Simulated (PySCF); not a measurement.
## Working out the ionisation energy of Zr

Zr [Kr] 4d2 5s2 (3F) → Zr⁺ [Kr] 4d2 5s1 (4F). Computed with PySCF 2.14 in aug-cc-pVTZ-PP with ECP28MDF (6s6p5d3f2g, 88 functions), with scalar relativity through the core potential. Frozen: 4s2 4p6. Energies in hartree (1 hartree = 27.21139 eV):

| part | Zr (lower) | Zr⁺ (upper) |
| --- | --- | --- |
| UHF | -46.305582 | -46.115108 |
| CCSD correlation | -0.058319 | -0.015869 |
| (T) | -0.003152 | -0.000148 |

Problem. What does Hartree-Fock give?

Solution. (-46.115108) − (-46.305582) = 0.190474 hartree = 5.183 eV.

Problem. What do CCSD and CCSD(T) give?

Solution. The CCSD correlation energies differ by 0.042450 hartree = 1.155 eV and the triples by 0.003004 hartree = 0.082 eV, so CCSD gives 6.338 eV and CCSD(T) 6.420 eV.

Measured between the centres of the two terms (NIST): 6.639 eV, so CCSD(T) (valence) is off by -0.219 eV.

What remains against the reference includes basis incompleteness, the frozen core and higher excitations.
